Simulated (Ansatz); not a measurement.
Pd3Au2⁺: single points at one geometry.

```yaml
crystal:
  periodic: [false, false, false]
  atoms:
    - {symbol: Pd, position_ang: [-0.150740, 1.378171, -2.178544]}
    - {symbol: Pd, position_ang: [-0.597816, 1.088549, 2.320610]}
    - {symbol: Pd, position_ang: [0.597901, -1.087871, -2.352334]}
    - {symbol: Au, position_ang: [0.144131, -1.374047, 2.228630]}
    - {symbol: Au, position_ang: [0.006524, -0.004802, -0.018363]}
basis:
  gaussian: {orbitals: def2-TZVP, initial_orbitals: start.molden}
total_charge: 1
magnetization: {spin_polarized: true, initial_magnetization: 1}
hamiltonian: {xc: {name: PBE-QIDH}}
scf: {omitted_lower_state_checks: [starts]}
```

The file start.molden holds the orbitals of an earlier run on this structure, at another level or in another basis.

```sh
$ ansatz run in.yaml --threads 4 --pin off --events-out ev --progress --plain --max-ram 4787MiB
```

Shortened log:

```
Functional definition: PBE-QIDH
  name "PBE-QIDH"
  cite "Brémond, Sancho-García, Pérez-Jiménez & Adamo, J. Chem. Phys. 141, 031101 (2014) doi:10.1063/1.4890314"
  cite "Perdew, Burke & Ernzerhof, Phys. Rev. Lett. 77, 3865 (1996) doi:10.1103/PhysRevLett.77.3865"
  parameter a = 3^(-1/3)
  parameter c = 1/3
  exchange = (1 - a)*pbe_x + a*exact_x
  correlation = (1 - c)*pbe_c + c*(mp2_os + mp2_ss)
these checks for a lower state are left out or cut short: starts
1922 factors; integrals over basis functions are off by at most 2.3e-4 eV
mean field evaluation 1: about -17776.8547 eV, gradient 1.1e1 eV
mean field evaluation 2: about -17778.0586 eV, gradient 2.4e0 eV
mean field evaluation 4: about -17778.7932 eV, gradient 1.7e0 eV
mean field evaluation 8: about -17778.8788 eV, gradient 4.9e-1 eV
mean field evaluation 16: about -17778.8840 eV, gradient 2.9e-4 eV
mean field -17778.88404507 eV, -653.3619376960 hartree, gradient 9.6e-6 eV, S^2 1.767517; 0 other end points of the search recorded, 0 dependent functions left out
reference -17778.88406467 eV, -653.3619384161 hartree; 46, 45 occupied and 154, 155 virtual orbitals, 1922 factors
second order -67.17730635 eV of doubles, -0.00000000 eV of singles
Total energy: -17801.27650012 eV, -654.1848452408 hartree
Checks for a lower state left out: starts
```

Hardware: 4 threads of Arm Neoverse V1 on a shared host. Wall time 1.8 min, peak host memory 1.3 GiB.

First input, but with `hamiltonian: {xc: {name: BLYP}, dispersion: d4}`, `output: {orbitals: {seedname: orbitals}}` (abridged; 35 s):

```
Functional definition: BLYP
mean field evaluation 16: about -17820.9470 eV, gradient 1.6e-5 eV
mean field -17820.94699445 eV, -654.9077225745 hartree, gradient 1.8e-6 eV, S^2 1.349040
Total energy: -17821.56699232 eV, -654.9305070759 hartree
Checks for a lower state left out: starts
```

First input, but with `hamiltonian: {xc: pbe}`, `correlation: {method: rpa}` (abridged; 34 s):

```
Functional definition: PBE
mean field -17827.82274583 eV, -655.1604017771 hartree, gradient 2.2e-6 eV, S^2 1.383153
Total energy: -17779.22545481 eV, -653.3744842723 hartree
Checks for a lower state left out: starts
```

The first input with `hamiltonian: {xc: r2scan, dispersion: d4}`, `output: {orbitals: {seedname: orbitals}}` (abridged; 65 s):

```
Functional definition: r2SCAN
mean field evaluation 16: about -17830.4275 eV, gradient 4.4e-5 eV
mean field -17830.42752350 eV, -655.2561255908 hartree, gradient 8.5e-6 eV, S^2 1.535573
Total energy: -17830.48909403 eV, -655.2583882659 hartree
Checks for a lower state left out: starts
```

As the first input, with `gaussian: {orbitals: def2-SVP, initial_orbitals: start.molden}`, `hamiltonian: {xc: pbe0, dispersion: d4}`, `output: {orbitals: {seedname: orbitals}}` (abridged; 21 s):

```
Functional definition: PBE0
mean field -17818.99907997 eV, -654.8361380376 hartree, gradient 9.0e-6 eV, S^2 1.656915
Total energy: -17819.26987881 eV, -654.8460897114 hartree
Checks for a lower state left out: starts
```

As the first input, with `gaussian: {orbitals: def2-SVP, initial_orbitals: start.molden}`, `hamiltonian: {xc: pbe, dispersion: d4}`, `output: {orbitals: {seedname: orbitals}}` (abridged; 24 s):

```
Functional definition: PBE
mean field evaluation 16: about -17824.5941 eV, gradient 2.1e-4 eV
mean field -17824.59411796 eV, -655.0417518913 hartree, gradient 2.3e-6 eV, S^2 1.367660
Total energy: -17824.90392607 eV, -655.0531371294 hartree
Checks for a lower state left out: starts
```

As the first input, with `hamiltonian: {xc: pbe0, dispersion: d4}`, `output: {orbitals: {seedname: orbitals}}` (abridged; 34 s):

```
Functional definition: PBE0
mean field evaluation 16: about -17822.1302 eV, gradient 7.8e-5 eV
mean field -17822.13018568 eV, -654.9512040501 hartree, gradient 9.3e-6 eV, S^2 1.671767
Total energy: -17822.40097389 eV, -654.9611553332 hartree
Checks for a lower state left out: starts
```

Geometry: r2SCAN-D4/def2-SVP.

In the def2 sets Au, Pd take a core potential; there is no spin–orbit coupling. Correlated methods freeze no core orbitals; core or outer-core shells of Pd, Au are correlated, in sets that lack core-valence functions. At PBE-QIDH/def2-TZVP, BLYP-D4/def2-TZVP, RPA@PBE/def2-TZVP, r2SCAN-D4/def2-TZVP and others the charge 1 doublet is spin-contaminated (final ⟨S²⟩ up to 1.77, 0.75 for a pure state). At BLYP-D4/def2-TZVP, PBE-D4/def2-SVP the gap within one spin of the charge 1 doublet nearly closes, so an electron or hole may be smeared out by delocalisation error. No other spin state of charge 1 was run. The geometry of the doublet was relaxed on an unsound state (⟨S²⟩ 1.50, where a pure state has 0.75). Another isomer (doublet) lies 1.30 eV lower at PBE0-D4/def2-TZVP; other spin states weren't run for this one.
